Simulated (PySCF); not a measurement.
PySCF input (M06-2X/def2-TZVPD):

```python
from pyscf import gto, scf, dft

mol = gto.M(
    atom='''
    Sn   -0.01876508    0.00590303    0.48822962
    Cl    1.34296491    1.56781976   -0.68648957
    Cl   -1.28777351   -1.58518162   -0.74947989
    ''',
    basis='def2-tzvpd',
    ecp='def2-tzvp',
    charge=1,
    spin=1,
    verbose=4,
)

mf = dft.UKS(mol, xc='m062x').density_fit(auxbasis='def2-universal-jkfit')
mf.grids.level = 4
mf.conv_tol = 1e-9
mf.max_cycle = 100
mf.max_memory = 1500
mf.kernel()
if not mf.converged:
    mf = mf.newton()
    mf.kernel(mf.make_rdm1())
for _ in range(2):
    mo, _, stable, _ = mf.stability(return_status=True)
    if stable:
        break
    mf.kernel(mf.make_rdm1(mo, mf.mo_occ))
mf.analyze()
```

End of the output:

```
Extra cycle  E= -1134.38671970728  delta_E= -1.18e-10  |g|= 1.27e-05  |ddm|= 3.56e-05
converged SCF energy = -1134.38671970728  <S^2> = 0.76562836  2S+1 = 2.0155678
uhf_internal: lowest eigs of H = [0.1210468  0.15615379 0.1619231 ]
<class 'pyscf.df.df_jk.DFUKS'> wavefunction is stable in the internal stability analysis
**** SCF Summaries ****
Total Energy =                       -1134.386719707284101
Nuclear Repulsion Energy =             203.412545110055021
One-electron Energy =                -2040.015946236847867
Two-electron Energy =                  702.216681419508859
Two-electron Coulomb Energy =          776.468953812659265
DFT Exchange-Correlation Energy =      -74.252272393150463
HOMO-LUMO gap [eV] =                     4.572593398106787
**** MO energy ****
                             alpha | beta                alpha | beta
MO #1   energy= -102.870825040889  | -102.866925322287  occ= 1 | 1
MO #2   energy= -102.870816944637  | -102.866917501744  occ= 1 | 1
MO #3   energy= -10.0300611396818  | -10.0289656038623  occ= 1 | 1
MO #4   energy= -10.0300551155031  | -10.0289575340986  occ= 1 | 1
MO #5   energy= -7.75555688551857  | -7.7467177599467   occ= 1 | 1
MO #6   energy= -7.75554899357715  | -7.74671094868309  occ= 1 | 1
MO #7   energy= -7.74703510061639  | -7.74565528406965  occ= 1 | 1
MO #8   energy= -7.74703056440093  | -7.74565089627449  occ= 1 | 1
MO #9   energy= -7.74683761669565  | -7.74420040359036  occ= 1 | 1
MO #10  energy= -7.74683271100381  | -7.74419476731028  occ= 1 | 1
MO #11  energy= -5.64321470991608  | -5.64043476505046  occ= 1 | 1
MO #12  energy= -3.96054970178008  | -3.95876168669571  occ= 1 | 1
MO #13  energy= -3.95505966574874  | -3.95180530450427  occ= 1 | 1
MO #14  energy= -3.95118608583857  | -3.95035998865958  occ= 1 | 1
MO #15  energy= -1.47002278714937  | -1.46679424761425  occ= 1 | 1
MO #16  energy= -1.46769700867063  | -1.46383285997847  occ= 1 | 1
MO #17  energy= -1.4644313459446   | -1.46204743760075  occ= 1 | 1
MO #18  energy= -1.46400317321931  | -1.45996133040413  occ= 1 | 1
MO #19  energy= -1.46133089793976  | -1.45734804831708  occ= 1 | 1
MO #20  energy= -1.13334265528378  | -1.11515719067207  occ= 1 | 1
MO #21  energy= -1.12378090775191  | -1.10526186680661  occ= 1 | 1
MO #22  energy= -0.784963648326439 | -0.752515511851385 occ= 1 | 1
MO #23  energy= -0.6706906892909   | -0.627290378769713 occ= 1 | 1
MO #24  energy= -0.621752244739874 | -0.611217933876739 occ= 1 | 1
MO #25  energy= -0.616858583980475 | -0.60882179355638  occ= 1 | 1
MO #26  energy= -0.603315488675333 | -0.596893884734417 occ= 1 | 1
MO #27  energy= -0.60126009768513  | -0.593560398534613 occ= 1 | 1
MO #28  energy= -0.573176855908214 | -0.405137146547361 occ= 1 | 0
MO #29  energy= -0.306112194843534 | -0.301638398315017 occ= 0 | 0
MO #30  energy= -0.24148886781735  | -0.234472205318377 occ= 0 | 0
MO #31  energy= -0.191980594225807 | -0.182005640145115 occ= 0 | 0
MO #32  energy= -0.137309383485551 | -0.139468987533817 occ= 0 | 0
MO #33  energy= -0.0897905890497395 | -0.10187963670659  occ= 0 | 0
MO #34  energy= -0.0871148011021678 | -0.0961691926637789 occ= 0 | 0
MO #35  energy= -0.0843485411506603 | -0.0853468624866387 occ= 0 | 0
MO #36  energy= -0.0825060310237882 | -0.0811514858910926 occ= 0 | 0
MO #37  energy= -0.0771113903726943 | -0.0743429144903445 occ= 0 | 0
MO #38  energy= -0.0678252156479557 | -0.0713092714521618 occ= 0 | 0
MO #39  energy= -0.0637358826386036 | -0.0670908603198383 occ= 0 | 0
MO #40  energy= -0.0631031773576237 | -0.0636544337166168 occ= 0 | 0
MO #41  energy= -0.0384416106235813 | -0.0409362931865659 occ= 0 | 0
MO #42  energy= -0.031780179762151 | -0.035160238076246 occ= 0 | 0
MO #43  energy= -0.0195382818543997 | -0.017808651439374 occ= 0 | 0
MO #44  energy= -0.0143421420769657 | -0.0145186100143426 occ= 0 | 0
MO #45  energy= 0.00357738119026955 | 0.00262436644123648 occ= 0 | 0
MO #46  energy= 0.00361349599970174 | 0.00997656914005784 occ= 0 | 0
MO #47  energy= 0.0457701270483519 | 0.048199725322009  occ= 0 | 0
MO #48  energy= 0.0539036805121558 | 0.0547157178374089 occ= 0 | 0
MO #49  energy= 0.056825576286292  | 0.0579361150183838 occ= 0 | 0
MO #50  energy= 0.0642056757471215 | 0.0594380054323487 occ= 0 | 0
MO #51  energy= 0.0643441503003981 | 0.062917132634885  occ= 0 | 0
MO #52  energy= 0.0659284345228363 | 0.0652441658656655 occ= 0 | 0
MO #53  energy= 0.0842339757442061 | 0.0854516981205111 occ= 0 | 0
MO #54  energy= 0.0859117214808609 | 0.0862222253510775 occ= 0 | 0
MO #55  energy= 0.0969382929669197 | 0.0958569168120836 occ= 0 | 0
MO #56  energy= 0.105550629856411  | 0.0997753538407232 occ= 0 | 0
MO #57  energy= 0.132823643225753  | 0.131375227972031  occ= 0 | 0
MO #58  energy= 0.157342405732641  | 0.152226252677064  occ= 0 | 0
MO #59  energy= 0.161773565154358  | 0.157460793166642  occ= 0 | 0
MO #60  energy= 0.17344208702875   | 0.173160638301315  occ= 0 | 0
MO #61  energy= 0.19589030803289   | 0.187914227037241  occ= 0 | 0
MO #62  energy= 0.210504670897013  | 0.195799785948196  occ= 0 | 0
MO #63  energy= 0.214425610151238  | 0.206778113178456  occ= 0 | 0
MO #64  energy= 0.242849242308879  | 0.240135469207162  occ= 0 | 0
MO #65  energy= 0.339343463679994  | 0.338565839602261  occ= 0 | 0
MO #66  energy= 0.339962740251366  | 0.339327331390375  occ= 0 | 0
MO #67  energy= 0.352133915169018  | 0.350415267118113  occ= 0 | 0
MO #68  energy= 0.392022843307341  | 0.391318389022001  occ= 0 | 0
MO #69  energy= 0.394473550452363  | 0.392455763024763  occ= 0 | 0
MO #70  energy= 0.419675782030615  | 0.417941893826597  occ= 0 | 0
MO #71  energy= 0.438579832367692  | 0.440620754901592  occ= 0 | 0
MO #72  energy= 0.443070045016714  | 0.444277308956186  occ= 0 | 0
MO #73  energy= 0.445064804372678  | 0.445969528155365  occ= 0 | 0
MO #74  energy= 0.461574146098819  | 0.46372708951803   occ= 0 | 0
MO #75  energy= 0.462635739451173  | 0.46412050409985   occ= 0 | 0
MO #76  energy= 0.482572737945538  | 0.487075801744514  occ= 0 | 0
MO #77  energy= 0.487332852267069  | 0.49223777983311   occ= 0 | 0
MO #78  energy= 0.495151235035325  | 0.496995422296891  occ= 0 | 0
MO #79  energy= 0.513357247393499  | 0.517897206956528  occ= 0 | 0
MO #80  energy= 0.536987994666562  | 0.532244444937231  occ= 0 | 0
MO #81  energy= 0.547520106221161  | 0.545988628543683  occ= 0 | 0
MO #82  energy= 0.57699416759254   | 0.578646947687151  occ= 0 | 0
MO #83  energy= 0.600730363169079  | 0.603383471450859  occ= 0 | 0
MO #84  energy= 0.627918014144613  | 0.627367380211294  occ= 0 | 0
MO #85  energy= 0.637118368183971  | 0.639438072578195  occ= 0 | 0
MO #86  energy= 0.682603218097344  | 0.683866140307155  occ= 0 | 0
MO #87  energy= 0.690000599701112  | 0.689066706865831  occ= 0 | 0
MO #88  energy= 0.716949223469951  | 0.720595291820071  occ= 0 | 0
MO #89  energy= 0.743330348268064  | 0.744845158864972  occ= 0 | 0
MO #90  energy= 0.782571145515925  | 0.788502914796911  occ= 0 | 0
MO #91  energy= 0.942513731746516  | 0.935270982746031  occ= 0 | 0
MO #92  energy= 0.959354400634375  | 0.952820150600779  occ= 0 | 0
MO #93  energy= 0.978411095201905  | 0.972558217778977  occ= 0 | 0
MO #94  energy= 1.01444143000476   | 1.00300369209232   occ= 0 | 0
MO #95  energy= 1.01677860441254   | 1.01052082069254   occ= 0 | 0
MO #96  energy= 1.13656971096974   | 1.13134103991833   occ= 0 | 0
MO #97  energy= 1.20005671166852   | 1.20056960870706   occ= 0 | 0
MO #98  energy= 1.7522062163966    | 1.75567570095447   occ= 0 | 0
MO #99  energy= 1.76053662230654   | 1.76444773087761   occ= 0 | 0
MO #100 energy= 1.76125184011512   | 1.76466393648587   occ= 0 | 0
MO #101 energy= 1.76591630820121   | 1.76945669956142   occ= 0 | 0
MO #102 energy= 1.79416834149174   | 1.8031374540995    occ= 0 | 0
MO #103 energy= 1.79545956442416   | 1.80585035747061   occ= 0 | 0
MO #104 energy= 1.80500038509316   | 1.81382944738431   occ= 0 | 0
[...]
```

This state (charge 1, doublet) is run at the relaxed geometry of the species with charge 0 and multiplicity 3.
